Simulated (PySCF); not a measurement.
```xyz
18

Si    -3.2659    -0.2872    -0.2488
C     -1.4057    -0.0429    -0.1409
C     -0.8699     1.2559     0.0169
C      0.4960     1.4592     0.0986
Cl     1.1253     3.0613     0.2923
C      1.3891     0.3728     0.0267
C      2.8200     0.3472     0.0884
C      3.3147    -0.9162    -0.0205
S      2.0884    -2.1241    -0.1985
C      0.8362    -0.9204    -0.1314
C     -0.5426    -1.1355    -0.2155
H     -3.5512    -1.7445    -0.4114
H     -3.9388     0.2143     0.9889
H     -3.8317     0.4609    -1.4133
H     -1.5269     2.1267     0.0771
H      3.4338     1.2394     0.2077
H      4.3617    -1.2179    -0.0054
H     -0.9325    -2.1490    -0.3366
```

Charge 0, multiplicity 1.

**Question.** Give the Mulliken and meta-Löwdin atomic charges from PBE-D3(BJ)/def2-TZVP // PBE0-D3(BJ)/def2-SVP in PySCF.

**Answer.** 
```
atom  Mulliken (e)  meta-Löwdin (e)
----  ------------  ---------------
Si1           0.12             0.42
C2            0.11            -0.21
C3           -0.25            -0.13
C4            0.07             0.01
Cl5          -0.10            -0.04
C6            0.16            -0.01
C7           -0.23            -0.15
C8           -0.09            -0.24
S9            0.03             0.28
C10           0.06            -0.10
C11          -0.29            -0.12
H12          -0.03            -0.08
H13          -0.02            -0.08
H14          -0.02            -0.08
H15           0.11             0.13
H16           0.13             0.14
H17           0.14             0.15
H18           0.10             0.12
```
